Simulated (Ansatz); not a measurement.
Gas-phase electronic energies from Ansatz, PBE0-D4/def2-TZVP geometries. CCSD(T)/CBS is the MP2 limit (def2-TZVPP, def2-QZVPP) plus CCSD(T) − MP2 in def2-TZVPP, frozen cores. This one scheme is used for every species. Functionals use def2-TZVPP. Each species was taken in one conformer, which may not be the lowest.

`O[SiH](F)CF` + `[AlH3]` → `FC[SiH](F)[AlH2]` + H₂O  (formal exchange of groups at the Si–O bond)

`O[SiH](F)CF`:

Cartesian coordinates in Å:
```
O -1.358 -1.080 0.594
Si -0.285 0.127 0.788
F -1.024 1.538 0.894
C 0.858 0.193 -0.709
F 0.092 -0.039 -1.856
H -1.701 -1.221 -0.291
H 0.432 -0.096 2.058
H 1.630 -0.582 -0.657
H 1.356 1.161 -0.822
```

`[AlH3]`:

Cartesian coordinates in Å:
```
Al 0.000 0.000 0.000
H 0.282 -0.709 1.390
H 0.797 1.312 -0.398
H -1.080 -0.603 -0.993
```

`FC[SiH](F)[AlH2]`:

Z-matrix (Å, degrees):
```
C
Si 1 1.892
F 1 1.389 2 112.0
H 1 1.098 2 109.5 3 -120.1
H 1 1.096 2 111.5 3 121.1
Al 2 2.478 1 111.8 3 171.1
F 2 1.611 1 108.5 3 -66.3
H 2 1.492 1 106.8 3 48.5
H 6 1.586 2 121.4 1 135.4
H 6 1.590 2 118.7 1 -45.6
```

H₂O:

Z-matrix (Å, degrees):
```
O
H 1 0.960
H 1 0.960 2 105.1
```

(1) Is it downhill or uphill in electronic energy at CCSD(T)/CBS, and by how much? (An estimate is asked.)

(2) What do these levels give: BLYP-D4, PBE0-D4, BHLYP-D4, ωB97M-V, B2PLYP, BLYP, r2SCANh, RPA@PBE/def2-TZVPP, MP2/def2-SVP, CCSD(T)/def2-SVP, HF/def2-TZVPP, HF/CBS(def2)? (An estimate is asked.)

(3) What do rigid-rotor, harmonic-oscillator terms from PBE0-D4/def2-TZVP frequencies (298.15 K, 1 bar) make of the CCSD(T)/CBS value? (An estimate is asked.)

Largest T1 diagnostic among the species: 0.012.

Answers

(1) Ansatz gave: Uphill: ΔE = +29.7 kcal/mol.

(2) Computed: BLYP-D4 28.8, PBE0-D4 26.4, BHLYP-D4 32.3, ωB97M-V 32.1, B2PLYP 31.6, BLYP 28.9, r2SCANh 30.3, RPA@PBE/def2-TZVPP 30.3, MP2/def2-SVP 33.1, CCSD(T)/def2-SVP 30.9, HF/def2-TZVPP 35.7, HF/CBS(def2) 35.8 kcal/mol.

(3) Ansatz gave: ΔZPE = +1.0 kcal/mol, ΔH = +31.6 kcal/mol, ΔS = 21 J/(mol·K), ΔG = +30.1 kcal/mol.

From BLYP to BHLYP (50 % exact exchange), in def2-TZVPP and without D4, ΔE moves by +4.2 kcal/mol. At CCSD(T), def2-SVP lies +1.2 kcal/mol from the extrapolated value and def2-TZVPP +0.8 kcal/mol. Leaving LDA and LC-ωPBE aside and taking each functional with its dispersion term where it has one, the values, not all of them listed here, spread over 8.9 kcal/mol, from PBE-D4 to B97M-V. LDA lies +2.2 kcal/mol from PBE without D4.
